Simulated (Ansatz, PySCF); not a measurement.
Si(Cl)2(F)(GeH3) (Cl₂FGeH₃Si), SMILES F[Si](Cl)(Cl)[GeH3].

The structure is a stationary point at ωB97X-D3(BJ)/def2-SVP.

Vertical ionisation energy (IE) and electron affinity (EA) in eV. Rows of orbital energies are one-electron estimates. Where ΔSCF, EOM or ADC give a negative EA the extra electron is unbound and the value depends on the basis.

```csv
level,IE,EA
"−ε(HOMO), −ε(LUMO), HF/def2-TZVP (PySCF)",11.57,-2.93
"−ε(HOMO), −ε(LUMO), PBE/def2-TZVP (PySCF)",7.53,1.29
"ΔSCF, PBE/def2-SVPD (Ansatz), final states of multiplicity 2 and 2",10.37,-0.52
```

What vertical singlet–triplet gap does ΔSCF give with PBE/def2-SVPD (Ansatz, an electronic-structure program)? (An estimate is asked for; the answer gives what the named calculation found.)

5.92 eV (triplet above singlet where positive).
